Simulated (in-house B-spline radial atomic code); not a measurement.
**Ionising Mn⁴⁺ with different functionals**

Computed with a radial B-spline atomic code at the basis-set limit: non-relativistic Hamiltonian, point nucleus, spin-polarised at highest spin, spherical fractional occupations for the functionals, and exact exchange of hybrids averaged over the configuration. The ionisation energy is the difference of two self-consistent energies, [Ar] 3d3 → [Ar] 3d2, without Breit or QED terms; ε is the level of the shell that loses the electron (its least bound occupied spin orbital).

| method | rung | ΔSCF (eV) | -ε(3d) (eV) |
| --- | --- | --- | --- |
| PBE0 | global hybrid | 73.14 | 65.58 |
| B3LYP | global hybrid | 73.23 | 65.04 |
| TPSSh | global hybrid | 73.04 | 63.66 |
| M06-2X | global hybrid | ? | ? |
| BHandHLYP | global hybrid | 72.99 | 68.48 |
| r2SCAN0 | global hybrid | 73.22 | 65.75 |
| B97-1 | global hybrid | ? | ? |
| HSE06 | range-separated hybrid | 73.09 | 65.11 |
| wB97X | range-separated hybrid | 72.77 | 67.71 |
| CAM-B3LYP | range-separated hybrid | 73.21 | 67.06 |
| LC-wPBE | range-separated hybrid | 73.20 | 68.09 |

Q: What does M06-2X give?

A: ΔSCF 72.78 eV, and -ε(3d) = 68.75 eV.

Q: What does B97-1 give?

A: ΔSCF 73.02 eV, and -ε(3d) = 64.95 eV.

Q: Among the functionals, which spreads more, the ΔSCF values or the orbital energies?

A: The orbital energies: ΔSCF values span about 0.47 eV and the orbital energies 5.09 eV; here energy differences depend much less on the functional than eigenvalues do.

Q: How do they compare with the NIST value?

A: NIST lists 72.4 eV ± 0.1 (semi-empirical, ground level to ground level). Errors run from +0.36 to +0.82 eV; wB97X is closest (+0.36 eV), though others lie within the uncertainty of it, and part of that can be cancellation, since the calculations leave out relativity, Breit-QED terms, multiplet and fine-structure energies.
